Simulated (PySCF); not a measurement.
Species: 2-fluoropyridine, C₅H₄FN.
Atom-mapped SMILES: `[F:1][c:2]1[cH:3][cH:4][cH:5][cH:6][n:7]1` (hydrogens: H8 on C3; H9 on C4; H10 on C5; H11 on C6)

All values: wB97X-D/pcSseg-2 (PySCF, non-relativistic), on one gas-phase PBE0-D3(BJ)/def2-TZVP geometry that isn't relaxed in the solvent. The solvent is an IEF-PCM continuum (van der Waals radii × 1.2). The model holds no explicit solvent molecules, cavitation or dispersion.

Gas phase at wB97X-D/pcSseg-2: HOMO -9.46 eV, LUMO 0.63 eV, dipole 3.36 D.

What does the continuum do to the energy, the frontier levels and the dipole at wB97X-D/pcSseg-2 in chloroform?

```csv
solvent,ε,E(solvent) − E(gas) (kJ/mol),polarisation term (kJ/mol),distortion of the solute (kJ/mol),HOMO (eV),LUMO (eV),dipole (D)
chloroform,4.711,-15.01,-17.52,2.51,-9.38,0.72,4.18
```

Polarisation term: ½ Σ q·V over the induced surface charges. Distortion: the rise of the solute's own energy as its density leaves the gas-phase optimum.

Which radius a makes the point-dipole formula ΔE = −[(ε − 1)/(2ε + 1)]·μ²/a³ give the value in chloroform, with the gas-phase dipole?

μ = 1.322 au and |ΔE| = 0.00572 Eh give a = 2.53 Å; the farthest nucleus lies 2.73 Å from the centroid of the nuclei, so such a sphere wouldn't even hold the nuclei. The formula assumes a rigid point dipole at the centre of a sphere.

The pairwise dispersion term of wB97X-D wasn't added to the energies; at a given geometry it leaves orbitals and properties as they are.
